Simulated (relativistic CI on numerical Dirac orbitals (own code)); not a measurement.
Computed by Dirac-Coulomb-Breit CI, KLI orbitals optimised for each configuration, a model potential for QED, unscaled Slater integrals (own radial code, finite nucleus).

The strongest absorption lines from the ground level of an ion, among the configurations computed and to levels below about 664 eV (vacuum wavelength in nm, gf): 1.8789 (0.18), 1.8819 (0.0049), 2.3320 (0.028), 2.3626 (0.0025), 2.4678 (0.23), 2.4714 (0.39), 21.476 (0.21), 42.195 (0.0002).

Problem. Which ion is it?
A. Ar XV
B. Ca XVII
C. S XIII
D. Ar XIII

Solution. A. Ar XV has 4 electrons and the ground level 2s2 1S_0; the strongest line goes to 2s 3p 1P°_1. The pattern of lines fixes the number of electrons, and along that sequence the line energies rise steadily with the charge (about as its square where n changes within one kind of shell, about linearly where n is kept but much faster in heavy ions where fine structure, which grows about as Z⁴, sets the gap, and irregularly where shells cross), which fixes Z. Configurations outside the model, such as inner-shell arrays, can give stronger lines. At this charge energies of transitions that change n are usually good to better than 1 %, and those within a shell (Δn = 0) to a few per cent.

LS names give the leading component of a level, which can be under half, so a name can repeat, a term be missing and a line seem to break the LS rules.
